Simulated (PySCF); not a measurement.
# Mayer bond orders and bond lengths

C₅H₉ClSi.
SMILES with atom numbers: `[SiH3:1][C@@H:2]1[CH2:3][CH:4]=[CH:5][C@H:6]1[Cl:7]` (hydrogens: H8, H9, H10 on Si1; H11 on C2; H12, H13 on C3; H14 on C4; H15 on C5; H16 on C6)

Structure used (GFN2-xTB), in Å, numbered top down from 1:
```
atom  x, y, z in Å
Si1   -1.8945   -0.6998   -0.2617
C2    -0.3102    0.2865   -0.6695
C3     0.9126   -0.6414   -0.7883
C4     1.5390   -0.5506    0.5665
C5     1.0485    0.4579    1.2711
C6     0.0431    1.2221    0.4818
Cl7    0.8435    2.7412   -0.1256
H8    -1.6715   -1.4785    0.9566
H9    -3.0006    0.2370   -0.0671
H10   -2.1670   -1.5930   -1.3882
H11   -0.4644    0.8540   -1.5886
H12    1.6203   -0.2824   -1.5424
H13    0.6444   -1.6662   -1.0507
H14    2.3065   -1.2338    0.8865
H15    1.3528    0.7705    2.2541
H16   -0.8101    1.5854    1.0541
```

Bond orders from the PBE0/pcSseg-1 density (PySCF). Isolated species at its GFN2-xTB geometry (one conformer only).

(1) Where do the orders between heavy atoms depart from those drawn in the SMILES?

(2) Set the Mayer orders of the bonds beside their lengths.

Answers

(1) The largest departure is 0.167, at C4–C5 (drawn double, 1.833). Drawn single, order below 0.88: Si1–C2 (0.861).

(2) 
```
   bond  drawn as  length (Å)  Mayer order
 Si1–C2    single       1.910        0.861
  C2–C3    single       1.540        0.999
  C3–C4    single       1.495        1.036
  C4–C5    double       1.324        1.833
  C5–C6    single       1.489        1.000
 C6–Cl7    single       1.821        0.969
  C6–C2    single       1.525        0.973
 Si1–H8    single       1.463        0.949
 Si1–H9    single       1.463        0.947
Si1–H10    single       1.463        0.948
 C2–H11    single       1.091        0.939
 C3–H12    single       1.095        0.925
 C3–H13    single       1.091        0.946
 C4–H14    single       1.076        0.981
 C5–H15    single       1.075        0.983
 C6–H16    single       1.090        0.942
```

By pair of heavy elements: C–C: lowest C6–C2 (0.973, 1.525 Å), highest C4–C5 (1.833, 1.324 Å); in 2 of the 10 pairs the longer bond (by over 0.003 Å) has the higher order (by 0.02 or more).

Problem. Sum the orders of all bonds at each heavy atom with more than one neighbour and set the sums beside the valence in the SMILES.

Solution. Si1 3.705 (drawn 4), C2 3.772 (drawn 4), C3 3.906 (drawn 4), C4 3.850 (drawn 4), C5 3.816 (drawn 4), C6 3.884 (drawn 4). Orders between atoms that aren't bonded are not in these sums.

For a closed shell the Mayer order of atoms A and B is Σ (PS)μν (PS)νμ over the basis functions μ on A and ν on B, with P the density and S the overlap matrix.
